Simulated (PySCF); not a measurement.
**Run times: copper in aug-cc-pV5Z-PP with ECP10MDF**

Measured wall times of calculations with PySCF 2.14 in aug-cc-pV5Z-PP with ECP10MDF (8s8p7d5f4g3h2i, 197 functions), with scalar relativity through the core potential, run from one Python driver. Hardware: 2 threads of Neoverse-V2 on a shared host, 2.6 GiB allowed. The two-electron integrals over 197 functions were computed once and kept in memory (25 CPU seconds with the set-up); the times below exclude them. Kohn-Sham runs start from converged Hartree-Fock orbitals.

Launch command (the driver calls PySCF for each step listed in the task file):

```bash
OMP_NUM_THREADS=2 python atomrun2.py TASK.json OUT
```

```csv
species,step,iterations,wall time (s)
Cu [Ar] 3d10 4s1,LDA,8,2.1
Cu [Ar] 3d10 4s1,PBE,7,2.2
Cu [Ar] 3d10 4s1,PBE0,7,7.7
Cu [Ar] 3d10 4s1,r2SCAN,8,7.1
Cu [Ar] 3d10 4s1,MP2 (11 electrons),,6.8
Cu⁺ [Ar] 3d10,UHF,1,7.5
Cu⁺ [Ar] 3d10,LDA,7,1.9
Cu⁺ [Ar] 3d10,PBE,7,2.2
Cu⁺ [Ar] 3d10,PBE0,6,6.7
Cu⁺ [Ar] 3d10,r2SCAN,7,6.1
Cu⁺ [Ar] 3d10,MP2 (10 electrons),,5.2
```

(1) Roughly how long does UHF take for Cu [Ar] 3d10 4s1 here?

Peak memory of the process: 2.5 GiB. Times on a shared host vary from run to run.

## Answers

(1) About 8.4 s.
